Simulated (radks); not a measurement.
Results of a calculation; reference values are marked as such.
Species: Te+. Configuration: [Kr] 4d10 5s1 5p4 (not the ground configuration).

Code: a radial shooting solver on a logarithmic mesh with Libxc functionals. Model: Dirac Kohn-Sham, PBE, spin-unpolarised, spherical densities, finite nucleus; open shells are shared between the two j in proportion to 2j + 1; Fermi nuclear charge, rms radius 4.7423 fm.

Energy parts (hartree):
total: -6795.87519
kinetic: 7186.53535
electron-nucleus: -16489.42662
Hartree: 2682.74609
exchange-correlation: -175.73001

Orbitals (lengths in bohr, moments of r in powers of bohr; <r^-3> diverges for s and p1/2; r(max) is where P^2 peaks; r(90%) holds 90 % of the orbital's charge):
1s1/2: occ. 2; eigenvalue (hartree) -1161.833; r(90%) 0.0500; <1/r> 55.57; r(max) 0.01793
2s1/2: occ. 2; eigenvalue (hartree) -178.4386; r(90%) 0.185; <1/r> 12.94; r(max) 0.1015
2p1/2: occ. 2; eigenvalue (hartree) -167.2113; r(90%) 0.165; <1/r> 12.92; r(max) 0.07795
2p3/2: occ. 4; eigenvalue (hartree) -157.1241; r(90%) 0.173; <1/r> 11.96; r(max) 0.08265; <r^-3> 4906
3s1/2: occ. 2; eigenvalue (hartree) -35.82151; r(90%) 0.473; <1/r> 4.603; r(max) 0.2928
3p1/2: occ. 2; eigenvalue (hartree) -31.20458; r(90%) 0.470; <1/r> 4.512; r(max) 0.2792
3p3/2: occ. 4; eigenvalue (hartree) -29.32450; r(90%) 0.486; <1/r> 4.275; r(max) 0.2898; <r^-3> 933.7
3d3/2: occ. 4; eigenvalue (hartree) -21.18020; r(90%) 0.464; <1/r> 4.126; r(max) 0.2361; <r^-3> 148.5
3d5/2: occ. 6; eigenvalue (hartree) -20.78708; r(90%) 0.469; <1/r> 4.065; r(max) 0.2391; <r^-3> 137.8
4s1/2: occ. 2; eigenvalue (hartree) -6.42036; r(90%) 1.10; <1/r> 1.835; r(max) 0.7014
4p1/2: occ. 2; eigenvalue (hartree) -4.83335; r(90%) 1.17; <1/r> 1.723; r(max) 0.7218
4p3/2: occ. 4; eigenvalue (hartree) -4.47624; r(90%) 1.22; <1/r> 1.646; r(max) 0.7461; <r^-3> 177.5
4d3/2: occ. 4; eigenvalue (hartree) -1.94307; r(90%) 1.47; <1/r> 1.384; r(max) 0.8058; <r^-3> 20.94
4d5/2: occ. 6; eigenvalue (hartree) -1.88891; r(90%) 1.49; <1/r> 1.364; r(max) 0.8145; <r^-3> 19.23
5s1/2: occ. 1; eigenvalue (hartree) -0.88940; r(90%) 2.94; <1/r> 0.6456; r(max) 1.769
5p1/2: occ. 1.33333; eigenvalue (hartree) -0.54964; r(90%) 3.53; <1/r> 0.5398; r(max) 2.035
5p3/2: occ. 2.66667; eigenvalue (hartree) -0.51434; r(90%) 3.67; <1/r> 0.5166; r(max) 2.116; <r^-3> 17.43

The highest occupied level is 5p3/2 at -13.996 eV. The density falls to 0.001 e/bohr^3 at r = 4.31 bohr. The electron density at the nucleus is 2.279e+05 e/bohr^3.
